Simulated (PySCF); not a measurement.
Mayer bond orders and bond lengths

C4H7ClN2Si.
Atom-mapped SMILES: `[CH2:1]=[N:2][CH2:3][Si@@H:4]([Cl:5])[CH2:6][C:7]#[N:8]` (hydrogens: H9, H10 on C1; H11, H12 on C3; H13 on Si4; H14, H15 on C6)

Geometry (GFN2-xTB, Å), atoms numbered from 1 in this order:
```
atom  x, y, z in Å
C1     2.5887    0.4733   -0.3059
N2     1.4530   -0.0300   -0.4629
C3     0.8383   -0.7823    0.5819
Si4   -0.7147    0.2095    1.1129
Cl5   -0.1493    2.0364    1.7593
C6    -1.7878    0.4511   -0.4577
C7    -2.4012   -0.7783   -0.8546
N8    -2.8855   -1.7710   -1.1518
H9     3.1970    0.3501    0.5969
H10    3.0071    1.0616   -1.1085
H11    0.5147   -1.7354    0.1598
H12    1.5143   -0.9849    1.4261
H13   -1.4493   -0.4840    2.1683
H14   -2.5718    1.1904   -0.2861
H15   -1.1579    0.8014   -1.2786
```

Bond orders from the PBE0/pcSseg-1 density (PySCF). One conformer (not necessarily the lowest) at the GFN2-xTB geometry, without solvent, vibrations or thermal averaging.

**Question.** Where do the orders between heavy atoms depart from those drawn in the SMILES?

**Answer.** The largest departure is 0.154, at Si4–C6 (drawn single, 0.846). Drawn single, order below 0.88: Si4–C6 (0.846).

**Question.** Set the Mayer orders of the bonds between heavy atoms beside their lengths.

**Answer.** 
```tsv
bond	drawn as	length (Å)	Mayer order
C1–N2	double	1.252	1.950
N2–C3	single	1.427	0.959
C3–Si4	single	1.918	0.880
Si4–Cl5	single	2.019	1.004
Si4–C6	single	1.918	0.846
C6–C7	single	1.430	1.039
C7–N8	triple	1.144	3.039
```

By pair of heavy elements: C–N: lowest N2–C3 (0.959, 1.427 Å), highest C7–N8 (3.039, 1.144 Å). C–Si: lowest Si4–C6 (0.846, 1.918 Å), highest C3–Si4 (0.880, 1.918 Å).

**Question.** And the bonds to hydrogen?

**Answer.** C–H: 0.90 to 0.95 (6 bonds); H–Si: 0.93 (1 bond).

**Question.** Sum the orders of all bonds at each heavy atom with more than one neighbour and set the sums beside the valence in the SMILES.

**Answer.** C1 3.839 (drawn 4), N2 2.909 (drawn 3), C3 3.696 (drawn 4), Si4 3.663 (drawn 4), C6 3.708 (drawn 4), C7 4.078 (drawn 4). Orders between atoms that aren't bonded are not in these sums.

Mayer orders depend on the basis set.

These values come from a run that also computed NMR shieldings. Hardware: Intel Xeon at 2.50 GHz, one thread, no GPU, shared host with 64 logical CPUs at a one-minute load of 62. Cost: 70 s, 0.83 GiB resident at most.
